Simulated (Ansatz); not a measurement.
```yaml
crystal:
  periodic: [false, false, false]
  atoms:
    - {symbol: F, position_ang: [-0.264987, -0.282065, 1.883788]}
    - {symbol: Nb, position_ang: [-0.003271, -0.025913, 0.076417]}
    - {symbol: S, position_ang: [1.638086, -1.223346, -0.526408]}
    - {symbol: Cl, position_ang: [-1.821630, -0.678487, -1.105272]}
    - {symbol: Cl, position_ang: [0.501801, 2.136111, -0.369927]}
basis:
  gaussian: {orbitals: def2-mTZVPP}
hamiltonian: {xc: {name: wB97}}
output: {forces: true}
```

```sh
$ ansatz run in.yaml --threads 4 --pin off --events-out ev --progress --plain --max-ram 10444MiB
```

It prints (some lines left out):

```
Functional definition: wB97
1229 factors; their error is unknown
437 factors; integrals over basis functions are off by at most 1.6e-5 eV
mean field evaluation 1: about -40148.4695 eV, gradient 5.4e1 eV
mean field evaluation 2: about -40119.5384 eV, gradient 1.4e2 eV
mean field evaluation 4: about -40155.1256 eV, gradient 6.7e0 eV
mean field evaluation 8: about -40155.2387 eV, gradient 2.4e-1 eV
mean field evaluation 16: about -40155.2219 eV, gradient 5.7e-4 eV
mean field -40155.22185790 eV, -1475.6771850910 hartree, gradient 3.9e-5 eV, S^2 0.000000; 0 other end points of the search recorded, 0 dependent functions left out
reference -40155.22184648 eV, -1475.6771846711 hartree; 36, 36 occupied and 102, 102 virtual orbitals, 1229 factors
Total energy: -40155.22184648 eV, -1475.6771846711 hartree
Atom 0 at    -0.264987    -0.282065     1.883788 Å, force    -0.124100    -0.059778     0.620916 eV/Å
Atom 1 at    -0.003271    -0.025913     0.076417 Å, force     0.545226    -0.317372    -0.507950 eV/Å
Atom 2 at     1.638086    -1.223346    -0.526408 Å, force    -0.154314     0.107575     0.075826 eV/Å
Atom 3 at    -1.821630    -0.678487    -1.105272 Å, force    -0.308259    -0.077030    -0.149735 eV/Å
Atom 4 at     0.501801     2.136111    -0.369927 Å, force     0.041448     0.346604    -0.039056 eV/Å
Dipole moment:    -0.096180     0.072240     0.027387 e Å
```

Run time 5.5 s (4 threads of an Arm Neoverse V1 on a shared host); peak host memory 0.33 GiB.
